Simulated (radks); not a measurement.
Question: All-electron atom: Cd II in [Kr] 4d10 5s1. Calculated with a radial shooting solver on a logarithmic mesh with Libxc functionals: scalar-relativistic Kohn-Sham, LDA (Slater exchange, VWN5 correlation), spin-polarised, spherical densities, point nucleus; open shells are filled with parallel spins first (spin-orbit coupling, left out, can overturn this in heavy ions); hard spherical wall at 7 bohr. Some entries of the table are withheld. Estimate them.

orbital  occ.  eigenvalue (eV)  <r^2> (bohr^2)
1s up       1        -26502.28        0.001252
1s down     1        -26502.25        0.001252
2s up       1        -3942.924         0.02047
2s down     1        -3942.916         0.02047
2p up       3        -3541.126         0.01612
2p down     3        -3541.115         0.01612
3s up       1        -741.5344          0.1474
3s down     1        -741.5120          0.1474
3p up       3        -609.7219          0.1485
3p down     3        -609.6997          0.1485
3d up       5        -402.7751          0.1335
3d down     5        -402.7571          0.1335
4s up       1        -114.7038          0.8759
4s down     1        -114.6664          0.8751
4p up       3         -75.8724           1.058
4p down     3         -75.8125           1.055
4d up       5         -20.7874           1.988
4d down     5         -20.5599           1.946
5s up       1         -13.7534           7.570
5s down     0         -12.9058           7.621
5p up       0              (1)           10.96
5p down     0              (2)           11.24
6s up       0           0.2731             (3)
6s down     0           0.6471             (4)
4f up       0           4.2153             (5)
4f down     0           4.7198             (6)

Answer: 
(1) 5p up eigenvalue (eV): -7.7037
(2) 5p down eigenvalue (eV): -6.8952
(3) 6s up <r^2> (bohr^2): 19.92
(4) 6s down <r^2> (bohr^2): 20.08
(5) 4f up <r^2> (bohr^2): 19.24
(6) 4f down <r^2> (bohr^2): 19.72
